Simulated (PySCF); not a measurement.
Br3Ga, charge -1, doublet, at a GFN2-xTB geometry (such geometries of metal compounds can be far from the true shape) (a state made from the parent by changing its charge; the spin is typed, not shown lowest) (in this run its highest filled SCF level lies above zero, so its values depend strongly on the basis, on diffuse functions most of all); M06/STO-3G run with PySCF.

PySCF was given this input:
```python
from pyscf import gto, scf, dft

mol = gto.M(
    atom='''
Ga   -0.19915779   -0.53775675   -0.36201207
Br    2.27742173   -0.19757029   -0.58435025
Br   -0.74055866   -0.86453164    2.06671403
Br   -1.36046617    1.53840077   -1.16172452
''',
    basis='sto-3g',
    charge=-1,
    spin=1,
    verbose=4,
)

mf = dft.UKS(mol)
mf.xc = 'm06'
mf.kernel()
```

It wrote (shortened):

```
PySCF version 2.14.0

[INPUT] verbose = 4
[INPUT] num. atoms = 4
[INPUT] num. electrons = 137
[INPUT] charge = -1
[INPUT] spin (= nelec alpha-beta = 2S) = 1
[INPUT] symmetry False subgroup None
[INPUT] Mole.unit = angstrom
[INPUT] Symbol           X                Y                Z      unit          X                Y                Z       unit  Magmom
[INPUT]  1 Ga    -0.199157790000  -0.537756750000  -0.362012070000 AA   -0.376353678674  -1.016212979136  -0.684103666087 Bohr   0.0
[INPUT]  2 Br     2.277421730000  -0.197570290000  -0.584350250000 AA    4.303703339833  -0.373353738451  -1.104261933321 Bohr   0.0
[INPUT]  3 Br    -0.740558660000  -0.864531640000   2.066714030000 AA   -1.399453046575  -1.633728025621   3.905523494496 Bohr   0.0
[INPUT]  4 Br    -1.360466170000   1.538400770000  -1.161724520000 AA   -2.570908463036   2.907156125120  -2.195341174992 Bohr   0.0

nuclear repulsion = 1163.91008855638
number of shells = 32
number of NR pGTOs = 216
number of NR cGTOs = 72
basis = sto-3g
ecp = {}

******** <class 'pyscf.dft.uks.UKS'> ********
method = UKS
initial guess = minao
damping factor = 0
level_shift factor = 0
DIIS = <class 'pyscf.scf.diis.CDIIS'>
diis_start_cycle = 1
diis_space = 8
diis_damp = 0
SCF conv_tol = 1e-09
SCF conv_tol_grad = None
SCF max_cycles = 50
direct_scf = True
direct_scf_tol = 1e-13
number electrons alpha = 69  beta = 68
XC library pyscf.dft.libxc version 7.1.2
    S. Lehtola, C. Steigemann, M. J. T. Oliveira, and M. A. L. Marques,  SoftwareX 7, 1–5 (2018)
XC functionals = m06
    Y. Zhao and D. G. Truhlar,  Theor. Chem. Acc. 120, 215 (2008)
    Y. Zhao and D. G. Truhlar,  Theor. Chem. Acc. 120, 215 (2008)
radial grids:
    Treutler-Ahlrichs [JCP 102, 346 (1995); DOI:10.1063/1.469408] (M4) radial grids

becke partition: Becke, JCP 88, 2547 (1988); DOI:10.1063/1.454033
pruning grids: <function nwchem_prune>
grids dens level: 3
symmetrized grids: False
atomic radii adjust function: <function treutler_atomic_radii_adjust>
small_rho_cutoff = 0
Set gradient conv threshold to 3.16228e-05
tot grids = 82176
init E= -9527.09545287878

cycle= 1 E= -9540.00366075442  delta_E= -12.9  |g|= 0.244  |ddm|= 1.82

cycle= 2 E= -9524.15682526185  delta_E= 15.8  |g|=  2.4  |ddm|= 5.35
cycle= 3 E= -9539.81669703276  delta_E= -15.7  |g|= 0.707  |ddm|= 4.82
cycle= 4 E= -9532.28375158546  delta_E= 7.53  |g|= 3.71  |ddm|= 3.57
cycle= 5 E= -9540.07896960567  delta_E= -7.8  |g|= 0.335  |ddm|= 3.83
cycle= 6 E= -9540.18933637868  delta_E= -0.11  |g|= 0.106  |ddm|= 1.08
cycle= 7 E= -9540.20071980575  delta_E= -0.0114  |g|= 0.0305  |ddm|= 0.334
cycle= 8 E= -9540.20230376998  delta_E= -0.00158  |g|= 0.011  |ddm|= 0.0911
cycle= 9 E= -9540.20252411339  delta_E= -0.00022  |g|= 0.00684  |ddm|= 0.0676
cycle= 10 E= -9540.20259697015  delta_E= -7.29e-05  |g|= 0.00162  |ddm|= 0.02
cycle= 11 E= -9540.20263203056  delta_E= -3.51e-05  |g|= 0.00111  |ddm|= 0.023
cycle= 12 E= -9540.20266310418  delta_E= -3.11e-05  |g|= 0.000631  |ddm|= 0.0387
cycle= 13 E= -9540.20266579105  delta_E= -2.69e-06  |g|= 0.000159  |ddm|= 0.0112
cycle= 14 E= -9540.20266600129  delta_E= -2.1e-07  |g|= 0.000134  |ddm|= 0.0017
cycle= 15 E= -9540.20266616575  delta_E= -1.64e-07  |g|= 0.00012  |ddm|= 0.00114
cycle= 16 E= -9540.20266642817  delta_E= -2.62e-07  |g|= 0.000112  |ddm|= 0.00177
cycle= 17 E= -9540.20266727964  delta_E= -8.51e-07  |g|= 9.41e-05  |ddm|= 0.00651
cycle= 18 E= -9540.20266812282  delta_E= -8.43e-07  |g|= 8.22e-05  |ddm|= 0.00819
cycle= 19 E= -9540.20266848226  delta_E= -3.59e-07  |g|= 7.5e-05  |ddm|= 0.00402
cycle= 20 E= -9540.20266922793  delta_E= -7.46e-07  |g|= 6.45e-05  |ddm|= 0.0101
cycle= 21 E= -9540.20266991854  delta_E= -6.91e-07  |g|= 0.00011  |ddm|= 0.0171
cycle= 22 E= -9540.20266999561  delta_E= -7.71e-08  |g|= 6.63e-05  |ddm|= 0.00388
cycle= 23 E= -9540.20267003175  delta_E= -3.61e-08  |g|= 3.2e-05  |ddm|= 0.00305
cycle= 24 E= -9540.2026700432  delta_E= -1.15e-08  |g|= 1.5e-05  |ddm|= 0.00187
cycle= 25 E= -9540.20267004684  delta_E= -3.64e-09  |g|= 6.28e-06  |ddm|= 0.00133
cycle= 26 E= -9540.2026700476  delta_E= -7.64e-10  |g|= 6.54e-06  |ddm|= 0.000862
Extra cycle  E= -9540.20267004754  delta_E= 6.18e-11  |g|= 1.42e-05  |ddm|= 6.28e-05
converged SCF energy = -9540.20267004754  <S^2> = 0.75126458  2S+1 = 2.0012642
```
